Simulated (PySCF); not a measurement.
Radial density of F²⁺ (fluorine, charge +2)

TPSSh, [He] 2s2 2p3, high-spin 4S determinant. All numbers are calculated (PySCF 2.14, the spin-free X2C one-electron Hamiltonian (Gaussian nucleus), in x2c-TZVPPall with one added diffuse shell each of s, p, d type (6s4p3d1f, 40 functions)).

```tsv
r (bohr)	4πr²ρ (e/bohr)	4πr²(ρα − ρβ)
0.00240	0.03344	0.0000
0.00403	0.09119	0.0000
0.00678	0.2410	-0.0001
0.0114	0.6201	-0.0003
0.0192	1.511	-0.0004
0.0323	3.360	0.0005
0.0543	6.383	0.0095
0.0913	9.345	0.0637
0.154	8.968	0.2988
0.258	5.028	1.0752
0.434	4.140	2.5418
0.731	5.404	3.1155
1.23	2.567	1.4122
2.07	0.2547	0.1531
3.48	0.002367	0.0016
```

Densities and radii are taken from the X2C orbitals without a picture-change correction, which distorts them close to the nucleus.
